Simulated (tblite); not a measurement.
Compound: C8H10P (charge -1).
SMILES with atom numbers: `[CH2:1]=[CH:2][c:3]1[cH:4][p-:5][c:6]([CH2:7][CH3:8])[cH:9]1` (hydrogens: H10, H11 on C1; H12 on C2; H13 on C4; H14, H15 on C7; H16, H17, H18 on C8; H19 on C9)
Bond orders are those of one Lewis drawing.

Computed with GFN2-xTB (tblite), gas phase: L-BFGS steps from a force-field or distance-geometry start until the largest atomic force falls under 0.01 eV/Å.

Step 28: E = -677.7510 eV
```
atom  x, y, z in Å  |  force x, y, z in eV/Å
C1      3.3058    0.8057    0.2528   -0.019  -0.042  -0.021
C2      2.7248   -0.3316   -0.1491   -0.052  -0.030   0.000
C3      1.3436   -0.5798   -0.4331   -0.009  -0.020  -0.012
C4      0.9009   -1.8445   -0.8316    0.018   0.015  -0.010
P5     -0.8083   -1.9429   -1.0833    0.049   0.045  -0.019
C6     -0.9517   -0.2304   -0.6571    0.001   0.031   0.050
C7     -2.2766    0.4754   -0.5803   -0.035  -0.014   0.022
C8     -2.8408    0.4599    0.8462    0.010  -0.008  -0.030
C9      0.2630    0.3283   -0.3411    0.002  -0.008   0.008
H10     2.7572    1.7211    0.3985   -0.039  -0.010  -0.002
H11     4.3661    0.8515    0.4519    0.035   0.043   0.002
H12     3.3586   -1.2095   -0.2702    0.043   0.038   0.002
H13     1.5659   -2.6881   -0.9822   -0.071   0.022   0.032
H14    -2.9898   -0.0282   -1.2394    0.006  -0.036  -0.017
H15    -2.1835    1.5145   -0.9246    0.032  -0.034   0.039
H16    -3.9020    0.7230    0.8598    0.072   0.076  -0.002
H17    -2.7323   -0.5391    1.2660    0.001   0.009  -0.030
H18    -2.2929    1.1570    1.4797   -0.015  -0.040  -0.004
H19     0.3821    1.3670   -0.0551   -0.029  -0.039  -0.008
```

Step 29: E = -677.7521 eV
```
atom  x, y, z in Å  |  force x, y, z in eV/Å
C1      3.3032    0.8064    0.2519   -0.009  -0.024  -0.011
C2      2.7246   -0.3328   -0.1498   -0.013  -0.006   0.012
C3      1.3436   -0.5820   -0.4320    0.002   0.008  -0.012
C4      0.8994   -1.8452   -0.8309    0.005   0.017  -0.008
P5     -0.8091   -1.9422   -1.0798    0.004   0.048  -0.031
C6     -0.9511   -0.2291   -0.6545   -0.004   0.002   0.034
C7     -2.2761    0.4770   -0.5799   -0.001  -0.030  -0.010
C8     -2.8391    0.4592    0.8455    0.009   0.000  -0.021
C9      0.2642    0.3275   -0.3392   -0.003  -0.004   0.013
H10     2.7503    1.7210    0.3970   -0.010  -0.049  -0.005
H11     4.3646    0.8568    0.4534   -0.020   0.034  -0.015
H12     3.3608   -1.2093   -0.2719    0.032   0.045   0.006
H13     1.5595   -2.6899   -0.9843   -0.026  -0.010   0.032
H14    -2.9876   -0.0281   -1.2396    0.003  -0.029  -0.019
H15    -2.1805    1.5152   -0.9259    0.019  -0.030   0.047
H16    -3.8993    0.7241    0.8590    0.050   0.069   0.008
H17    -2.7298   -0.5412    1.2623   -0.008   0.025  -0.025
H18    -2.2906    1.1561    1.4782   -0.009  -0.042   0.012
H19     0.3833    1.3654   -0.0518   -0.020  -0.025  -0.007
```

Problem. Estimate the geometry and energy of step 30. (The exact step hangs on the optimiser's Hessian estimate; all steps are aligned on step 29, rigid shifts and turns removed.)

Solution. E = -677.7530 eV, largest force 0.074 eV/Å
```
atom  x, y, z in Å  |  force x, y, z in eV/Å
C1      3.3044    0.8059    0.2514   -0.002   0.001   0.000
C2      2.7244   -0.3330   -0.1501    0.031   0.018   0.020
C3      1.3436   -0.5812   -0.4317    0.013   0.027  -0.004
C4      0.8994   -1.8435   -0.8308   -0.014   0.011  -0.010
P5     -0.8083   -1.9404   -1.0783   -0.035   0.032  -0.039
C6     -0.9512   -0.2280   -0.6516   -0.004  -0.024   0.013
C7     -2.2774    0.4757   -0.5796    0.023  -0.033  -0.034
C8     -2.8392    0.4587    0.8446   -0.001   0.004   0.003
C9      0.2644    0.3282   -0.3378   -0.011  -0.004   0.015
H10     2.7509    1.7212    0.3967    0.005  -0.071  -0.007
H11     4.3668    0.8579    0.4543   -0.065   0.022  -0.028
H12     3.3616   -1.2088   -0.2731    0.023   0.040   0.007
H13     1.5559   -2.6891   -0.9853    0.011  -0.035   0.029
H14    -2.9872   -0.0329   -1.2389    0.009  -0.017  -0.014
H15    -2.1813    1.5130   -0.9275    0.008  -0.023   0.043
H16    -3.8972    0.7316    0.8587    0.039   0.055   0.013
H17    -2.7345   -0.5435    1.2593   -0.017   0.041  -0.024
H18    -2.2869    1.1521    1.4778   -0.003  -0.045   0.017
H19     0.3821    1.3654   -0.0504   -0.009  -0.001   0.001
```

The energy changes by -0.0009 eV. The first-order estimate −F·Δx gives -0.0012 eV and the mean of the old and new forces, exact on a quadratic surface, -0.0009 eV. The step makes an angle of 63° with the force vector and moves no atom by more than 0.008 Å.
